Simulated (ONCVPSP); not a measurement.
**Before and after: ONCV potential for Nb**

```
Element                 : niobium
Generator               : ONCVPSP 4.0.1
Type                    : optimised norm-conserving Vanderbilt (ONCV)
Functional              : PBE
Relativity              : non-relativistic
Frozen core             : [Ar] 3d10
Valence charge          : 13
Reference configuration : 4s2 4p6 4d4 5s0.5 5p0.5
Partial waves           : 4s+5s: rc 1.60 bohr, ncon 3, nbas 8, qcut 7.4 1/bohr, 2 projectors; 4p+5p: rc 1.75 bohr, ncon 3, nbas 6, qcut 6.6 1/bohr, 2 projectors; 4d: rc 2.15 bohr, ncon 5, nbas 9, qcut 6 1/bohr, 2 projectors, debl 1.3 Ha
Local potential         : polynomial inside 1.20 bohr (lpopt 5, dvloc0 6 Ha)
Core correction         : none
```

Change: d: qcut 8.4.

Cutoffs: the cutoffs (Ha) at which the residual kinetic energy of the hardest occupied pseudo-wave falls to 1 and 0.1 mHa per electron; they do not see the model core or the augmentation charge, which bear on the density cutoff. Errors are all-electron minus pseudo energies relative to the spin-unpolarised reference configuration.

Problem. How do hardness, ghosts and transferability respond?

Solution. The potential gets neither clearly harder nor softer (19 Ha and 23 Ha → 19 Ha and 23 Ha); the s channel sets the loose cutoff, while the largest relative change is in d, which becomes harder; of the 4 tests that both files solve, the error grows in 1 and shrinks in 0 by more than 15 % and 0.3 meV (median size 0.1 → 0.2 meV); neither file shows a bound ghost.

| quantity | base | changed |
| --- | --- | --- |
| cutoff, loose | 19 Ha | 19 Ha |
| cutoff, tight | 23 Ha | 23 Ha |
| loose cutoff by channel | s 19 Ha, p 10 Ha, d 15 Ha | s 19 Ha, p 10 Ha, d 17 Ha |
| bound ghosts | none | none |
| GHOST(+) flags under 300 eV | s at 266.0 eV | s at 266.0 eV |
| error for 4s2 4p6 4d4 5s1 5p0, meV [ΔE -1.33 eV] | 0.0 | 0.0 |
| error for 4s2 4p6 4d4 5s0 5p0, meV [ΔE 4.98 eV] | -0.1 | -0.2 |
| error for 4s2 4p6 4d3 5s0 5p0, meV [ΔE 19.22 eV] | +0.5 | +0.3 |
| error for 4s2 4p6 4d3 5s1 5p1, meV [ΔE 1.75 eV] | 0.0 | -0.8 |
| s: phases at 1.62 bohr within 0.05 rad from the reference energy up to (Ha; the scan ends near 5) | to the end of the scan | to the end of the scan |
| p: phases at 1.77 bohr within 0.05 rad from the reference energy up to (Ha; the scan ends near 5) | to the end of the scan | to the end of the scan |
| d: phases at 2.18 bohr within 0.05 rad from the reference energy up to (Ha; the scan ends near 5) | to the end of the scan | to the end of the scan |
